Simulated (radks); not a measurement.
The numbers below are computed, except where a source is named.
The mean radii <r> (bohr) of the occupied orbitals of an atom or ion are listed with their occupations. Level of theory: Dirac Kohn-Sham, LB94 model potential, spin-unpolarised, spherical densities, finite nucleus; Fermi nuclear charge, rms radius of each element as measured or else 0.836 A^(1/3) + 0.57 fm (a radial shooting solver on a logarithmic mesh with Libxc functionals).

orbital  occ.      <r>
1s1/2       2  0.02271
2s1/2       2  0.09617
2p1/2       2  0.08038
2p3/2       4  0.08699
3s1/2       2   0.2513
3p1/2       2   0.2404
3p3/2       4   0.2525
3d3/2       4   0.2233
3d5/2       6   0.2270
4s1/2       2   0.5153
4p1/2       2   0.5150

Name the element and its charge. Open shells, if any, fill j = l - 1/2 first.

Answer. Z = 62, samarium, charge +30: Sm30+ in [Ar] 3d10 4s2 4p2. The 1s radius gives Z: for a bare nucleus <r> = (2 gamma + 1)/(2Z) with gamma = sqrt(1 - (Z/c)^2), 0.02245 bohr for Z = 62, and screening makes it slightly larger (0.02271 here). The occupations add up to 32, and the charge is Z minus that.
